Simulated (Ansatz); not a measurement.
`[F][In]([F])[F]` + CH₃SH → `C[S][In]([F])[F]` + H–F at 700 K and 1 bar (ligand exchange at the In–F bond).

Gas-phase electronic energies from Ansatz, PBE0-D4/def2-TZVP geometries. CCSD(T)/CBS adds triple-zeta CCSD(T) − MP2 to the extrapolated MP2 energy (def2 sets, frozen cores). This one scheme is used for every species. Elements past krypton have def2 core potentials. For In outer-core shells are correlated without core-valence functions, which leaves a few kJ/mol of doubt a bond. Each species was taken in one conformer, which may not be the lowest.

```tsv
species	CCSD(T)/CBS energy (Eh)	H − E (kJ/mol)	S (J/(mol·K))
`[F][In]([F])[F]`	-489.26665	60.7	374.4
CH₃SH	-438.22835	160.2	309.0
`C[S][In]([F])[F]`	-827.12092	184.8	494.1
H–F	-100.39570	45.2	198.5
```

H − E and S are ideal-gas, rigid-rotor, harmonic terms from PBE0-D4/def2-TZVP, for one conformer and one mirror image of each species. 1 Eh = 2625.50 kJ/mol, R = 8.31446 J/(mol·K).

Task: By hand: ΔE, ΔH, ΔS and ΔG.

Result: ΔE = (-827.12092) + (-100.39570) − (-489.26665) − (-438.22835) = -0.02162 Eh = -56.8 kJ/mol. Δ(H − E) = 184.8 + 45.2 − 60.7 − 160.2 = 9.1, so ΔH = -47.7 kJ/mol. ΔS = 494.1 + 198.5 − 374.4 − 309.0 = 9.2 J/(mol·K). ΔG = -47.7 − 700 × (9.2)/1000 = -54.1 kJ/mol.

Task: By hand: the equilibrium constant, and the temperature at which ΔG would vanish if ΔH and ΔS stayed fixed.

Result: log₁₀ K = −ΔG/(RT ln 10) = 4.0. ΔH and −TΔS have one sign here, so there is no such temperature.

The number of gas molecules stays the same, so ΔS is small and ΔH decides. A doubt of 5 kJ/mol in ΔE shifts log₁₀ K by 0.4 here. Other conformers and mirror images would add mixing entropy, several J/(mol·K) or more a flexible species. Modes under 60 cm⁻¹, often nearly free rotors, make the harmonic entropy too high. These are equilibria of isolated gas molecules and say nothing of rates. Largest T1 diagnostic: 0.018 (customary marks: 0.02 for closed shells, 0.045 for open ones).

ΔS is within the doubt of such terms, so its sign, and with it that verdict, could turn.
